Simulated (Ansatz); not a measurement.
Reaction (formal hydrolysis of the Sn–S bond): `[SH][Sn][Cl]` + H₂O → `[OH][Sn][Cl]` + H₂S

Gas-phase electronic energies from Ansatz, PBE0-D4/def2-TZVP geometries. CCSD(T)/CBS is the MP2 limit (def2-TZVPP, def2-QZVPP) plus CCSD(T) − MP2 in def2-TZVPP, frozen cores. This one scheme is used for every species. Functionals use def2-TZVPP. B3LYP here is the variant with VWN-RPA as its local correlation; programs differ in this. def2 core potentials past Kr. For Sn outer-core shells are correlated without core-valence functions, which leaves a few kJ/mol of doubt a bond. Each species was taken in one conformer, which may not be the lowest.

(1) Is it downhill or uphill in electronic energy at CCSD(T)/CBS, and by how much? (Best estimate.)

(2) What do these levels give: r2SCAN0-D4, revPBE, BLYP, r2SCAN, B3LYP, r2SCANh, r2SCAN0, CCSD(T)/def2-SVP, SCS-MP2/def2-TZVPP, CCSD(T)/def2-TZVPP, MP2/CBS(def2), CCSD/CBS(def2)? (An estimate is asked.)

Largest T1 diagnostic among the species: 0.017.

Results:

(1) Ansatz gave: Uphill: ΔE = +37.6 kJ/mol.

(2) Computed: r2SCAN0-D4 42.9, revPBE 37.5, BLYP 28.7, r2SCAN 36.6, B3LYP 33.3, r2SCANh 39.0, r2SCAN0 42.1, CCSD(T)/def2-SVP 36.6, SCS-MP2/def2-TZVPP 32.6, CCSD(T)/def2-TZVPP 34.7, MP2/CBS(def2) 41.1, CCSD/CBS(def2) 36.9 kJ/mol.

From r2SCAN to r2SCAN0 (25 % exact exchange), in def2-TZVPP and without D4, ΔE moves by +5.5 kJ/mol. Leaving LDA and LC-ωPBE aside and taking each functional with its dispersion term where it has one, the values, not all of them listed here, spread over 16.6 kJ/mol, from CAM-B3LYP-D4 to HSE06-D4.
